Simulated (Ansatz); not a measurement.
`C[Se][Sn]([F])([F])[F]`, charge 0, multiplicity 1.

(1) Give a relaxed structure at PBE0-D4/def2-TZVP (the Gaussian-basis code of Ansatz). (Best estimate.)

Answers

(1) Computed: 
Z-matrix (Å, degrees):
```
C
Se 1 1.966
H 1 1.087 2 110.5
H 1 1.089 2 104.5 3 118.0
H 1 1.087 2 110.5 3 -124.1
Sn 2 2.468 1 95.4 3 62.8
F 6 1.893 2 114.0 1 178.4
F 6 1.898 2 114.1 1 -60.0
F 6 1.898 2 113.6 1 56.8
```
Point group Cs.
This is one stationary point; other conformers may exist.
